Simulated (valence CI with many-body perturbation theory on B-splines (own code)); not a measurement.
# Ce⁴⁴⁺ in brief

Level of theory: valence CI with perturbative core correlation (CI+MBPT): four valence electrons over a frozen Dirac-Fock core [Ne], radial functions for each j: 9 s, 9 p, 8 d, 6 f, 3 g, 1 h, with the one-electron correlation potential Σ1 (screened to all orders), the two-electron term Σ2, the three-electron term Σ3, Breit, model QED; selected single and double excitations, second order for the rest, scaled by the run's own slope (own B-spline code, finite nucleus).

No measured spectrum was set against this ion. As an estimate, large intervals hold to a few tenths of a per cent, small ones and those within an open d or f shell to about a per cent.

Levels are named by their leading jj configuration (3d3/2^4 stands for four electrons in 3d with j = 3/2), which in mixed levels can hold well under half, so a name can repeat and another be missing.

Rates and lifetimes use the calculated energies. Strong lines usually hold to 10 to 20 %, long lifetimes can be off by a factor of two.

Question: What is the ground level?

Answer: (3s^2 3p1/2^2) J=0, composition 71 % 3s2 3p2 3P + 28 % 3s2 3p2 1S.

Question: What is the ionisation energy?

Answer: 3572.6 eV; NIST lists 3570 ± 4 eV (theoretical).

Question: Name the longest-lived excited levels whose lifetime is computed, and their main decay.

Answer: (3s^2 3p1/2 3p3/2) J=2 at 112.39 eV lives 21.8 μs, mostly by E2 to (3s^2 3p1/2^2) J=0; (3s^2 3p3/2 3d5/2) J=4 at 407.36 eV lives 154 ns, mostly by M1 to (3s^2 3p1/2 3d5/2) J=3; (3s^2 3p1/2 3p3/2) J=1 at 105.36 eV lives 127 ns, mostly by M1 to (3s^2 3p1/2^2) J=0.

Question: Where does the other parity begin?

Answer: At (3s 3p1/2^2 3p3/2) J=2, 219.58 eV.

Question: What are the static dipole polarisabilities of the lowest levels?

Answer: (3s^2 3p1/2^2) J=0 0.00833; (3s^2 3p1/2 3p3/2) J=1 0.00981 (tensor 0.00041) bohr³, of which the core gives 0.000136.

Question: How well does LS coupling describe the low levels?

Answer: Among the lowest 20 levels the leading LS term, summed over configurations, holds 58 % on average. For single configurations the figures are 55 % in LS and 88 % in jj coupling. Terms mix most in the J = 2 level at 388.09 eV, where the leading one holds 27 %.

Question: Among levels below 487.43 eV, which E1 lines absorb most strongly from the ground level?

Answer: to (3s^2 3p1/2 3d3/2) J=1 at 4.180 nm, f = 0.683; to (3s 3p1/2^2 3p3/2) J=1 at 5.141 nm, f = 0.156; to (3s 3p1/2 3p3/2^2) J=1 at 3.509 nm, f = 0.00242.
